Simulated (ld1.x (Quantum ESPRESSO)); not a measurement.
Before and after: TM potential for selenium (Se)

ld1.x (Quantum ESPRESSO) 7.5 input, shortened:

```
&input
   title='Se', zed=34., rel=1, dft='PBESOL', iswitch=3,
   config='[Ar] 3d10 4s2 4p4'
 /
 &inputp
   pseudotype=2, tm=.true., lloc=-2, rcloc=1.45,
   nlcc=.true., rcore=0.70
 /
2
4S  1  0   2.00   0.00  1.30  1.30  0.0
4P  2  1   4.00   0.00  1.65  1.65  0.0
 &test
   configts(1)='4s2 4p4'
 /
```

Change: local potential the p channel.

Cutoffs: the cutoffs (Ry, on a coarse ladder) from which the occupation-weighted sum of valence levels, in a spherical-Bessel basis at the reference potential, stays within 10 and 1 mRy of its value at 400 Ry; they do not see the model core or the augmentation charge, which bear on the density cutoff. Errors are all-electron minus pseudo energies relative to the spin-unpolarised reference configuration.

**Question.** How do hardness, ghosts and transferability respond?

**Answer.** The potential gets neither clearly harder nor softer (40 Ry and 90 Ry → 40 Ry and 90 Ry); the s channel sets the loose cutoff, while the largest relative change is in p, which becomes harder; of the 7 tests that both files solve, the error grows in 5 and shrinks in 0 by more than 15 % and 0.3 meV (median size 7.1 → 15.6 meV); the range in which the s phases agree widens (upper end 2.8 → at the end of the scan); neither file shows a bound ghost.

```tsv
quantity	base	changed
cutoff, loose	40 Ry	40 Ry
cutoff, tight	90 Ry	90 Ry
loose cutoff by channel (10 mRy a level)	s 35 Ry, p 8 Ry	s 35 Ry, p 15 Ry
bound ghosts	none	none
error for 4s2 4p3, meV [ΔE 10.85 eV]	-0.7	-2.6
error for 4s2 4p2, meV [ΔE 31.22 eV]	-3.8	-16
error for 4s2 4p1, meV [ΔE 62.12 eV]	-25	-63
error for 4s1 4p5, meV [ΔE 10.89 eV]	-7.1	-8.2
error for 4s2 4p0, meV [ΔE 104.33 eV]	-102	-193
error for 4s2 4p4.3, meV [ΔE -1.59 eV]	+0.3	+0.3
error for 4s0 4p6, meV [ΔE 21.98 eV]	-28	-30
s: phases at 1.81 bohr within 0.05 rad from the reference energy up to (Ry; the scan ends near 5)	2.8	to the end of the scan
p: phases at 1.81 bohr within 0.05 rad from the reference energy up to (Ry; the scan ends near 5)	4.8	to the end of the scan
```
